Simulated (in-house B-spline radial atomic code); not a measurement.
Inner levels of iridium as electrons are removed. A shift is the extra binding of the orbital against the neutral atom ([Xe] 4f14 5d7 6s2). Computed with a radial B-spline atomic code at the basis-set limit: non-relativistic Hartree-Fock, average of the configuration, point nuclei.

This level leaves out relativity, spin-orbit splitting included, which matters for heavy ions.

| ion | configuration | shift of 3s (eV) | shift of 4d (eV) | shift of 2p (eV) | radius of 3s (bohr) | radius of 4d (bohr) | radius of 2p (bohr) | Σ<r²> (bohr²) | change of density at nucleus (bohr⁻³) |
| --- | --- | --- | --- | --- | --- | --- | --- | --- | --- |
| Ir20+ | [Kr] 4d10 4f11 | 499.74 | 473.7 | 506.28 | 0.20911 | 0.46343 | 0.070143 | 7.9307 | -228.82 |
| Ir21+ | [Kr] 4d10 4f10 | ? | ? | ? | ? | ? | ? | ? | ? |
| Ir22+ | [Kr] 4d10 4f9 | 603.96 | 562.28 | 609.14 | 0.20899 | 0.45605 | 0.07015 | 7.1411 | -184.83 |
| Ir23+ | [Kr] 4d10 4f8 | ? | ? | ? | ? | ? | ? | ? | ? |
| Ir24+ | [Kr] 4d10 4f7 | 714.22 | 654.78 | 718.35 | 0.20884 | 0.44866 | 0.070157 | 6.4387 | -134.83 |
| Ir25+ | [Kr] 4d10 4f6 | 771.56 | 702.45 | 775.3 | 0.20874 | 0.44498 | 0.070161 | 6.1153 | -107.6 |

Problem. Fill in the row of Ir21+.

Solution. shift of 3s (eV): 551.08; shift of 4d (eV): 517.49; shift of 2p (eV): 556.9; radius of 3s (bohr): 0.20906; radius of 4d (bohr): 0.45974; radius of 2p (bohr): 0.070146; Σ<r²> (bohr²): 7.5239; change of density at nucleus (bohr⁻³): -207.58.

Problem. Fill in the row of Ir23+.

Solution. shift of 3s (eV): 658.35; shift of 4d (eV): 608.05; shift of 2p (eV): 662.96; radius of 3s (bohr): 0.20892; radius of 4d (bohr): 0.45235; radius of 2p (bohr): 0.070153; Σ<r²> (bohr²): 6.78; change of density at nucleus (bohr⁻³): -160.58.
